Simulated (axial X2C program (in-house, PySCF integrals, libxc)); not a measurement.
## Low determinants of MoTe⁺ at the PBE0 level, 2c

Calculated with an axial X2C code built on PySCF integrals. Two-component (2c) means X2C with spin–orbit coupling and atomic mean-field two-electron Coulomb and Gaunt terms. Basis: Te dyall-cv3z [11s12p8d4f1g], Mo dyall-cv3z [11s12p9d5f3g] (cores contracted in-house); Gaussian nuclei, density fitting, unrestricted open shells. Masses: Te 129.906 u, Mo 97.905 u.

Search at 2.490 Å (vertical energies from the lowest determinant):

```json
{"ΔE (eV)": "0.00", "state": "Ω = 3/2", "electrons beyond evenly filled partner blocks": "ω = 1/2, ω = -3/2, ω = 5/2", "electrons in ±ω = 1/2, 3/2, 5/2, 7/2": "59 27 7 0"}
{"ΔE (eV)": "0.74", "state": "Ω = 1/2", "electrons beyond evenly filled partner blocks": "ω = -1/2, ω = -3/2, ω = 5/2", "electrons in ±ω = 1/2, 3/2, 5/2, 7/2": "59 27 7 0"}
{"ΔE (eV)": "1.03", "state": "Ω = 5/2", "electrons beyond evenly filled partner blocks": "ω = 5/2", "electrons in ±ω = 1/2, 3/2, 5/2, 7/2": "60 26 7 0"}
{"ΔE (eV)": "1.14", "state": "Ω = 5/2", "electrons beyond evenly filled partner blocks": "ω = 5/2", "electrons in ±ω = 1/2, 3/2, 5/2, 7/2": "58 28 7 0"}
{"ΔE (eV)": "1.31", "state": "Ω = 9/2", "electrons beyond evenly filled partner blocks": "ω = 1/2, ω = 3/2, ω = 5/2", "electrons in ±ω = 1/2, 3/2, 5/2, 7/2": "59 27 7 0"}
{"ΔE (eV)": "1.56", "state": "Ω = 3/2", "electrons beyond evenly filled partner blocks": "ω = 3/2", "electrons in ±ω = 1/2, 3/2, 5/2, 7/2": "60 27 6 0"}
{"ΔE (eV)": "1.83", "state": "Ω = 1/2", "electrons beyond evenly filled partner blocks": "2 × ω = 3/2, ω = -5/2", "electrons in ±ω = 1/2, 3/2, 5/2, 7/2": "60 26 7 0"}
```

Lowest determinant, Ω = 3/2 (⟨Sz⟩ = 1.52, ⟨Lz⟩ = -0.02 at PBE0): Re = 2.497 Å, ωe = 222.3 cm⁻¹.

The determinant in row 2 of the search, Ω = 1/2 (⟨Sz⟩ = 1.52, ⟨Lz⟩ = -1.02 at PBE0), was followed along the bond at PBE0; measured from the minimum of the lowest determinant it gives:

Te = 0.728 eV (5871 cm⁻¹), Re = 2.529 Å, ωe = 223.3 cm⁻¹.

Task: Compare the bond of the determinant in row 2 with that of the lowest one.

Result: At PBE0 its Re is 0.032 Å longer and its force constant, which goes as ωe², is 1.01 times that of the lowest determinant. T0 ≈ Te + Δωe/2 = 5871 + (0) = 5871 cm⁻¹.

The search compares states at one distance, so a state with another bond length can lie lower; it is not exhaustive and yields mostly the lowest determinant of each block pattern, so other components and higher states of one pattern are missing. These are energies of single determinants, not of spin-adapted states; PBE0 term energies can be off by some tenths of an eV, and the functional has no current term.
